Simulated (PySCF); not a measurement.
Compound: C5H16AlN.
SMILES with atom numbers: `[CH3:1][CH2:2][CH2:3][N+:4]([CH3:5])([CH3:6])[AlH3-:7]` (hydrogens: H8, H9, H10 on C1; H11, H12 on C2; H13, H14 on C3; H15, H16, H17 on C5; H18, H19, H20 on C6; H21, H22, H23 on Al7)

Structure used (PBE0-D3(BJ)/def2-SVP), in Å, numbered top down from 1:
```
atom  x, y, z in Å
C1     2.9101    0.2120    0.5640
C2     1.6067    0.2917   -0.2150
C3     0.4688   -0.3486    0.5584
N4    -0.8699   -0.2513   -0.0657
C5    -1.8534   -0.8541    0.8450
C6    -0.9229   -0.9286   -1.3672
Al7   -1.4587    1.7337   -0.3304
H8     3.7359    0.6669   -0.0015
H9     3.1916   -0.8316    0.7803
H10    2.8342    0.7427    1.5260
H11    1.3585    1.3436   -0.4295
H12    1.7325   -0.2006   -1.1929
H13    0.6900   -1.4194    0.7394
H14    0.3865    0.1368    1.5435
H15   -1.8584   -0.3012    1.7948
H16   -2.8547   -0.7898    0.4003
H17   -1.6027   -1.9111    1.0435
H18   -0.6536   -1.9952   -1.2665
H19   -1.9423   -0.8507   -1.7695
H20   -0.2401   -0.4434   -2.0747
H21   -3.0234    1.4857   -0.6152
H22   -1.0541    2.3217    1.1134
H23   -0.5834    2.2095   -1.5915
```

Level: PBE0/pcSseg-1 in PySCF, non-relativistic, on one gas-phase PBE0-D3(BJ)/def2-SVP geometry that isn't relaxed in the solvent. The solvent is an IEF-PCM continuum (Bondi radii, 1.10 Å for H, scaled by 1.2). Only the electrostatic response of the medium enters.

```csv
medium,total energy (Eh),HOMO (eV),LUMO (eV),dipole (D)
gas phase,-496.867403,-7.261,0.683,5.264
chloroform (ε = 4.711),-496.876974,-7.659,0.638,6.278
```

**Question.** What is E(solvent) − E(gas) in chloroform, in kcal/mol?

**Answer.** -496.876974 − (-496.867403) = -0.009571 Eh = -6.01 kcal/mol.

**Question.** Scale it by Onsager's factor (ε − 1)/(2ε + 1) to dichloromethane (ε = 8.93), and compare with the calculation.

**Answer.** The factor goes from 0.356 to 0.420, a ratio of 1.181, which gives -7.09 kcal/mol. The calculation gives -7.14 kcal/mol (total energy -496.878778 Eh), so the scaled value is 0.6 % too small in size.

**Question.** Scale the changes of the other columns the same way. What are the values in dichloromethane?

**Answer.** 
```csv
quantity,scaled,computed,difference
HOMO (eV),-7.731,-7.744,+0.013
LUMO (eV),0.630,0.598,+0.032
dipole (D),6.461,6.496,-0.035
```

**Question.** How does each lowering split into the polarisation term (half the interaction with the induced surface charges) and the distortion of the solute's density?

**Answer.** chloroform: -6.78 + 0.77 kcal/mol, the distortion taking back 11 % of the polarisation term; dichloromethane: -8.27 + 1.13 kcal/mol, the distortion taking back 14 % of the polarisation term.

The run took 37 s on an Arm Neoverse V1 with one thread, shared host, and the process peaked at 1.2 GiB of memory. This is the whole shielding run at PBE0/pcSseg-1 in dichloromethane, SCF included.
